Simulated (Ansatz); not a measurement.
```yaml
crystal:
  periodic: [false, false, false]
  atoms:
    - {symbol: Si, position_ang: [-0.686397, 1.064041, -0.499337]}
    - {symbol: Ge, position_ang: [0.104359, -0.978164, 0.404391]}
    - {symbol: S, position_ang: [1.940902, -0.798548, 1.606630]}
    - {symbol: S, position_ang: [2.066899, -1.621959, -0.360056]}
    - {symbol: H, position_ang: [-1.448287, 0.788813, -1.743913]}
    - {symbol: H, position_ang: [-1.575854, 1.726395, 0.488235]}
    - {symbol: H, position_ang: [0.511209, 1.889029, -0.777422]}
    - {symbol: H, position_ang: [-0.820631, -2.126707, 0.825772]}
basis:
  gaussian: {orbitals: "6-311G**", point_charges: [{charge: 1.00, position_ang: [6.786, -0.125, 0.348]}]}
magnetization: {spin_polarized: true, initial_magnetization: 2}
hamiltonian: {xc: {name: PBE0}}
accuracy: high
scf: {lower_state_search: off}
```

```sh
$ ansatz run in.yaml --threads 4 --pin off --events-out ev --progress --plain --max-ram 10444MiB
```

Task: How does Ansatz answer? (An estimate is asked.)

Result: Computed: The input was rejected before any iteration.
```
Error: <dir> can't be read: No such file or directory (os error 2)
```
